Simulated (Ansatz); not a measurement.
Gas-phase electronic energies from Ansatz, PBE0-D4/def2-TZVP geometries. CCSD(T)/CBS adds triple-zeta CCSD(T) − MP2 to the extrapolated MP2 energy (def2 sets, frozen cores). Functionals use def2-TZVPP. B3LYP here is the variant with VWN-RPA as its local correlation; programs differ in this. Each species was taken in one conformer, which may not be the lowest.

Reaction (ligand exchange at the Si–O bond): `FCOBO[SiH3]` + `S[SiH2]Cl` → `[SiH3]S[SiH2]Cl` + `OBOCF`

`FCOBO[SiH3]`:

Z-matrix (Å, degrees):
```
C
O 1 1.381
F 1 1.368 2 109.4
H 1 1.092 2 108.5 3 -117.4
H 1 1.095 2 111.5 3 118.9
B 2 1.370 1 120.8 3 -93.0
O 6 1.346 2 118.7 1 175.8
H 6 1.198 2 120.5 1 -5.2
Si 7 1.660 6 130.9 2 -2.1
H 9 1.483 7 110.3 6 -59.2
H 9 1.481 7 106.3 6 -178.6
H 9 1.484 7 110.1 6 62.4
```

`S[SiH2]Cl`:

Cartesian coordinates in Å:
```
S -0.471 0.518 -1.555
Si 0.021 -0.421 0.282
Cl -0.780 0.539 1.911
H 0.307 1.591 -1.331
H 1.485 -0.452 0.490
H -0.562 -1.776 0.202
```

`[SiH3]S[SiH2]Cl`:

Z-matrix (Å, degrees):
```
Si
S 1 2.147
H 1 1.485 2 109.5
H 1 1.482 2 106.2 3 119.3
H 1 1.482 2 110.9 3 -121.2
Si 2 2.118 1 98.1 3 35.5
Cl 6 2.056 2 112.0 1 59.0
H 6 1.479 2 111.2 1 -59.9
H 6 1.478 2 106.7 1 177.7
```

`OBOCF`:

Cartesian coordinates in Å:
```
O 1.196 -1.596 1.125
B 0.408 -0.972 0.227
O 0.035 0.328 0.451
C -0.690 1.023 -0.495
F 0.168 1.697 -1.323
H 1.450 -1.025 1.857
H 0.032 -1.567 -0.740
H -1.310 1.762 0.016
H -1.289 0.351 -1.118
```

CCSD(T)/CBS gives +0.24 eV.

Problem. Another level gave +0.32 eV. Which?
A. B3LYP-D4/def2-TZVPP
B. B3LYP/def2-TZVPP
C. r2SCAN/def2-TZVPP
D. PBE/def2-TZVPP

Solution. B. B3LYP 0.32, r2SCAN 0.21, B3LYP-D4 0.26, PBE 0.12 eV.

Largest T1 diagnostic among the species: 0.013.

In def2-TZVPP, CCSD(T) changes the Hartree–Fock value by −0.20 eV (the triples alone add −0.04 eV) and MP2 by −0.25 eV. The D4 term adds −0.07 eV with B3LYP and −0.03 eV with PBE0; it sums over pairs of atoms, weighted by their polarisabilities, and B3LYP, whose exchange is more repulsive, gets the larger term.
